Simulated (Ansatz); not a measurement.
Job for Ansatz (a program for electronic structure): U-PBE0/def2-TZVPP on MgC, 2S+1 = 5, a spin state set in the input, which need not be the lowest, a point of a bond scan (R = 2.057 Å).

Ansatz 0.2 input:
```yaml
crystal:
  periodic: [false, false, false]
  atoms:
    - {symbol: C, position_ang: [0.00000000, 0.00000000, 0.00000000]}
    - {symbol: Mg, position_ang: [0.00000000, 0.00000000, 2.05745900]}
basis:
  gaussian:
    orbitals: def2-TZVPP
    pivot_positions_ang: [[0.00000000, 0.00000000, 0.00000000], [0.00000000, 0.00000000, 2.05745900]]
hamiltonian:
  xc: {name: PBE0}
magnetization: {spin_polarized: true, initial_magnetization: 4}
output: {forces: true, orbitals: {seedname: ./end}}
```

The log:

```
WARN ansatz: RAYON_NUM_THREADS=2 ignored (pool sized by the plan → 2); use --threads N
Functional definition: PBE0
integrals: 0.01 GiB planned
468 factors; their error is unknown
mean field: 0.17 GiB planned
mean field evaluation 1: about -6469.0278 eV, gradient 1.7e1 eV
mean field evaluation 2: about -6466.3592 eV, gradient 2.4e1 eV
mean field evaluation 4: about -6471.1596 eV, gradient 5.0e-1 eV
mean field evaluation 8: about -6471.1876 eV, gradient 4.9e-2 eV
mean field evaluation 16: about -6471.1877 eV, gradient 2.1e-5 eV
mean field -6471.18767302 eV, -237.8117606549 hartree, gradient 2.1e-5 eV, S^2 6.002331; 0 other end points of the search recorded, 0 dependent functions left out
the calculation of the forces begins
reference -6471.18770217 eV, -237.8117617263 hartree; 11, 7 occupied and 52, 56 virtual orbitals, 468 factors
Total energy: -6471.18770217 eV, -237.8117617263 hartree
Atom 0 at     0.000000     0.000000     0.000000 Å, force     0.000000     0.000000     0.082985 eV/Å
Atom 1 at     0.000000     0.000000     2.057459 Å, force    -0.000000    -0.000000    -0.082985 eV/Å
Dipole moment:    -0.000000    -0.000000     0.529200 e Å
```

The run converged.

Cost: about 1.2 core-seconds (a rough figure).
